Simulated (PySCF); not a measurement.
PBE0 on Ni²⁺ (nickel, charge +2)

Configuration: [Ar] 3d7 4s1, high-spin 5F determinant (an excited configuration). Calculation: PySCF 2.14, in x2c-QZVPPall with one added diffuse shell each of s, p, d, f, g type (12s8p7d5f3g, 133 functions); scalar relativity by spin-free X2C-1e.

* Total energy: -1519.175 hartree
* One-electron energy: -2081.295 hartree
* Hartree (Coulomb) energy: 625.026 hartree
* Exchange-correlation energy: -62.906 hartree
* ⟨S²⟩: 6.0007
* ⟨L²⟩: 12.009
* Sum of ⟨r⟩: 16.56 bohr
* Sum of ⟨r²⟩: 18.96 bohr²
* Langevin diamagnetic susceptibility: -15.0 ×10⁻⁶ cm³/mol

| shell | electrons | mean orbital energy (hartree) | spread (hartree) | rms radius, mean of both spins (bohr) |
| --- | --- | --- | --- | --- |
| 1s α | 1 | -304.34714 | 0 | 0.0624 |
| 1s β | 1 | -304.34386 | 0 | 0.0624 |
| 2s α | 1 | -37.77326 | 0 | 0.266 |
| 2s β | 1 | -37.69060 | 0 | 0.266 |
| 2p α | 3 | -32.60189 | 0 | 0.238 |
| 2p β | 3 | -32.53349 | 0 | 0.238 |
| 3s α | 1 | -5.40309 | 0 | 0.790 |
| 3s β | 1 | -5.21624 | 0 | 0.790 |
| 3p α | 3 | -3.88124 | 0 | 0.837 |
| 3p β | 3 | -3.68354 | 0 | 0.837 |
| 3d α | 5 | -1.45395 | 0.05415 | 1.02 |
| 3d β | 2 | -1.33684 | 0 | 1.02 |
| 4s α | 1 | -0.93993 | 0 | 2.40 |

Densities and radii are taken from the X2C orbitals without a picture-change correction, which distorts them close to the nucleus.
